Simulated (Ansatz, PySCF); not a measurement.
C2H6N2Si2, SMILES C1=NC=N[SiH2][SiH2]1. Atoms are numbered in the order given.

```xyz
12

C      0.5930     1.4854    -0.4673
N      1.6355     0.8563    -0.0639
C      1.6048    -0.2977     0.7365
N      0.8138    -1.2971     0.6515
Si    -0.7259    -1.3135    -0.2057
Si    -1.2251     0.9656    -0.0863
H      0.7859     2.2923    -1.1994
H      2.4647    -0.3334     1.4316
H     -0.5659    -1.8176    -1.6056
H     -1.6589    -2.2063     0.5353
H     -2.1201     1.6625    -1.0548
H     -1.5788     1.3484     1.3161
```

Coordinates come from a r2SCAN-D4/def2-SVP optimisation. The structure was generated by enumeration, and PubChem lists no compound with its InChIKey, so it may never have been made.

Two levels are set side by side: PBE-D3(BJ)/def2-SVP (Ansatz, a first-principles code) and r2SCAN-D4/def2-SVP (Ansatz). Each level has its own optimised geometry; the coordinates shown are those of the second. Frequencies come from the Hessian of PySCF at each geometry. Differences are taken from unrounded values.

```json
[
 {"quantity": "mean bond length (Å)", "r2SCAN-D4": "1.515", "PBE-D3(BJ)": "1.523", "PBE-D3(BJ) minus r2SCAN-D4": "0.008"},
 {"quantity": "bond C1–N2 (Å)", "r2SCAN-D4": "1.283", "PBE-D3(BJ)": "1.289", "PBE-D3(BJ) minus r2SCAN-D4": "0.006"},
 {"quantity": "bond C1–Si6 (Å)", "r2SCAN-D4": "1.929", "PBE-D3(BJ)": "1.934", "PBE-D3(BJ) minus r2SCAN-D4": "0.005"},
 {"quantity": "bond N2–C3 (Å)", "r2SCAN-D4": "1.405", "PBE-D3(BJ)": "1.406", "PBE-D3(BJ) minus r2SCAN-D4": "0.001"},
 {"quantity": "bond C3–N4 (Å)", "r2SCAN-D4": "1.277", "PBE-D3(BJ)": "1.287", "PBE-D3(BJ) minus r2SCAN-D4": "0.009"},
 {"quantity": "bond N4–Si5 (Å)", "r2SCAN-D4": "1.762", "PBE-D3(BJ)": "1.775", "PBE-D3(BJ) minus r2SCAN-D4": "0.013"},
 {"quantity": "bond Si5–Si6 (Å)", "r2SCAN-D4": "2.336", "PBE-D3(BJ)": "2.346", "PBE-D3(BJ) minus r2SCAN-D4": "0.010"},
 {"quantity": "bond C1–H7 (Å)", "r2SCAN-D4": "1.106", "PBE-D3(BJ)": "1.113", "PBE-D3(BJ) minus r2SCAN-D4": "0.007"},
 {"quantity": "bond C3–H8 (Å)", "r2SCAN-D4": "1.106", "PBE-D3(BJ)": "1.114", "PBE-D3(BJ) minus r2SCAN-D4": "0.007"},
 {"quantity": "bond Si5–H9 (Å)", "r2SCAN-D4": "1.496", "PBE-D3(BJ)": "1.507", "PBE-D3(BJ) minus r2SCAN-D4": "0.011"},
 {"quantity": "bond Si5–H10 (Å)", "r2SCAN-D4": "1.489", "PBE-D3(BJ)": "1.500", "PBE-D3(BJ) minus r2SCAN-D4": "0.011"},
 {"quantity": "bond Si6–H11 (Å)", "r2SCAN-D4": "1.492", "PBE-D3(BJ)": "1.502", "PBE-D3(BJ) minus r2SCAN-D4": "0.011"},
 {"quantity": "bond Si6–H12 (Å)", "r2SCAN-D4": "1.496", "PBE-D3(BJ)": "1.506", "PBE-D3(BJ) minus r2SCAN-D4": "0.010"},
 {"quantity": "highest harmonic wavenumber (cm⁻¹)", "r2SCAN-D4": "3065", "PBE-D3(BJ)": "2993", "PBE-D3(BJ) minus r2SCAN-D4": "-72"},
 {"quantity": "mean harmonic wavenumber (cm⁻¹)", "r2SCAN-D4": "1112", "PBE-D3(BJ)": "1081", "PBE-D3(BJ) minus r2SCAN-D4": "-31"},
 {"quantity": "zero-point energy (kcal/mol)", "r2SCAN-D4": "47.70", "PBE-D3(BJ)": "46.37", "PBE-D3(BJ) minus r2SCAN-D4": "-1.33"}
]
```
